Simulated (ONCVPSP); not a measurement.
## K (Z = 19): from the effect back to the setting (ONCV)

Base potential:

```
Element                 : potassium (K)
Generator               : ONCVPSP 4.0.1
Type                    : optimised norm-conserving Vanderbilt (ONCV)
Functional              : revPBE
Relativity              : scalar-relativistic
Frozen core             : [Ne]
Valence charge          : 9
Reference configuration : 3s2 3p6 3d1
Partial waves           : 3s: rc 1.50 bohr, ncon 4, nbas 9, qcut 7.9 1/bohr, 1 projector; 3p: rc 1.55 bohr, ncon 5, nbas 9, qcut 7.6 1/bohr, 1 projector; 3d: rc 4.00 bohr, ncon 3, nbas 6, qcut 2 1/bohr, 2 projectors, debl 1.3 Ha
Local potential         : polynomial inside 1.30 bohr (lpopt 1, dvloc0 0 Ha)
Core correction         : Teter function, fcfact 3, rcfact 1.45
```

Cutoffs, loose and tight: the cutoffs (Ha) at which the residual kinetic energy of the hardest occupied pseudo-wave falls to 1 and 0.1 mHa per electron. They do not see the model core or the augmentation charge, which bear on the density cutoff. Test errors are all-electron minus pseudo excitation energies from the reference, over the configurations 3s2 3p6 3d0 4s1; 3s2 3p6 3d0; 3s2 3p6 3d0 4s0.5; 3s2 3p6 3d0 4p1; variants that change the core or the reference have their own tests.

Only the s radius is moved:

```
s radius (bohr)  cutoff, loose  cutoff, tight  bound ghosts  largest test error (meV)
           1.12          25 Ha          29 Ha          none                       +15
           1.28          24 Ha          28 Ha          none                       +15
            1.4          22 Ha          27 Ha          none                       +15
            1.8          18 Ha          24 Ha          none                       +16
              2          16 Ha          24 Ha          none                       +28
           2.18          14 Ha          24 Ha          none                       +47
```

Q: One more run gave cutoff, loose: 21 Ha; cutoff, tight: 25 Ha; bound ghosts: none; largest test error (meV): +15. Which value of the s radius was used?

A: 1.56 bohr. The loose cutoff moves one way along this sweep, from 25 Ha at 1.12 to 14 Ha at 2.18 bohr, which places the run between 1.4 and 1.8 bohr.
